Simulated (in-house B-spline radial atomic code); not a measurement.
Stripping silicon of all its electrons. The total binding energy is the sum of the 14 successive ionisation energies. Configuration: [Ne] 3s2 (3p1/2)2. Computed with a radial B-spline atomic code at the basis-set limit: Dirac-Hartree-Fock, average of the jj configuration, Fermi nucleus of rms radius 3.1224 fm.

Dirac-Coulomb total energy: -289.4498 hartree. First-order corrections (hartree): Breit 0.05487, self-energy 0.03811, vacuum polarisation -0.002352, recoil 0.00479.

(1) What total binding energy follows, and how does it compare with the sum of NIST's ionisation energies?

(2) What share of the binding belongs to the last two electrons?

Answers

(1) 7873.73 eV from the corrected total, against 7888.52 ± 0.1 eV from NIST's table (measured, semi-empirical and theoretical entries, uncertainties added in quadrature). The table binds 14.8 eV more, 1.06 eV per electron, the size expected of the correlation energy that Hartree-Fock leaves out.

(2) 65 % by NIST's values (5110.8 eV).
